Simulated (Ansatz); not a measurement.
`N[SiH2][SiH](O)F` + `C[O][Zn][OH]` → `CO[SiH2][SiH](O)F` + `[NH2][Zn][OH]`  (redistribution)

Calculated with Ansatz (gas phase, PBE0-D4/def2-TZVP geometries, no zero-point term in ΔE). CBS: MP2 limit from def2 TZ/QZ plus the TZ coupled-cluster correction, frozen cores. Functionals use def2-TZVPP. For Zn outer-core shells are correlated without core-valence functions, which leaves a few kJ/mol of doubt a bond. Scalar relativity is left out up to krypton. One conformer a species, not always the lowest.

```csv
level,ΔE (kcal/mol)
ωB97X-V,-7.2
B2PLYP,-7.7
r2SCAN,-6.7
MP2/def2-QZVPP,-8.1
```

Task: What does CCSD(T)/CBS give? (An estimate is asked.)

Result: Ansatz gave: -7.5 kcal/mol. The listed levels differ from it by 0.3, -0.2, 0.8, -0.6 kcal/mol.

Largest T1 diagnostic among the species: 0.017.
